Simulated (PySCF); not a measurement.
C3H11NSi2, SMILES C=C([SiH3])N(C)[SiH3].

Geometry: B3LYP-D3(BJ)/def2-SVP. This is a generated structure with no PubChem entry under its InChIKey; it may be hypothetical. The values are those of a single conformer.

Two levels are set side by side: TDA-PBE/def2-SVPD (PySCF) and TDA-PBE0/def2-SVPD (PySCF). Vertical, same geometry. The lowest singlet is HOMO→LUMO+1 84 %, HOMO→LUMO 16 % with PBE and HOMO→LUMO 57 %, HOMO→LUMO+1 42 % with the other functional; states are paired by order. Differences are taken from unrounded values.

```tsv
quantity	TDA-PBE
lowest singlet excitation (eV)	4.46
lowest triplet excitation (TDA) (eV)	3.73
first bright state (f over 0.05) (eV)	5.60
its oscillator strength	0.12
```

These are the TDA-PBE values. What does TDA-PBE0 give? (The exact figures need the calculation; the answer reports its results.)


| quantity | TDA-PBE0 | TDA-PBE minus TDA-PBE0 |
|---|---|---|
| lowest singlet excitation (eV) | 5.14 | -0.68 |
| lowest triplet excitation (TDA) (eV) | 3.75 | -0.02 |
| first bright state (f over 0.05) (eV) | 5.91 | -0.31 |
| its oscillator strength | 0.12 | 0.00 |

A lower first singlet is the usual sign of a functional without exact exchange. Differences between two approximate levels are no errors against the true value.

Rough cost on one machine, each run with all the roots and properties that it gave: TDA-PBE0 against TDA-PBE about 2 times.
